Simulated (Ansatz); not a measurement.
One change: `O[SiH2][CH2][ZnH]` becomes `O[SiH2][CH2][GeH2][OH]`.

Ansatz, PBE0-D4/def2-TZVP geometries, multiplicity 1. Each molecule was computed in one conformer, which needn't be the lowest.

Scalar relativity is left out up to krypton.

```
                                          property  `O[SiH2][CH2][ZnH]`
size of the dipole moment (ωB97M-V/def2-TZVPP) / D                 1.04
                 HOMO energy (PBE/def2-TZVPP) / eV                -6.24
                HOMO energy (PBE0/def2-TZVPP) / eV                -7.34
             HOMO energy (ωB97M-V/def2-TZVPP) / eV                -9.49
              HOMO–LUMO gap (PBE0/def2-TZVPP) / eV                 7.15
                LUMO energy (PBE0/def2-TZVPP) / eV                -0.18
```

**Question.** What does the change do to each property? (Estimate.)

**Answer.** Ansatz gave: 
```
                                          property  `O[SiH2][CH2][GeH2][OH]`  shift
size of the dipole moment (ωB97M-V/def2-TZVPP) / D                      3.21   2.17
                 HOMO energy (PBE/def2-TZVPP) / eV                     -6.73  -0.49
                HOMO energy (PBE0/def2-TZVPP) / eV                     -8.22  -0.88
             HOMO energy (ωB97M-V/def2-TZVPP) / eV                    -10.53  -1.04
              HOMO–LUMO gap (PBE0/def2-TZVPP) / eV                      8.16   1.01
                LUMO energy (PBE0/def2-TZVPP) / eV                     -0.07   0.11
```

With PBE0 the HOMO falls by 0.88 eV and the LUMO rises by 0.11 eV, so the gap widens by about 0.99 eV. PBE moves the HOMO by -0.49 eV and ωB97M-V by -1.04 eV. Dipoles are sizes alone; their direction can turn.
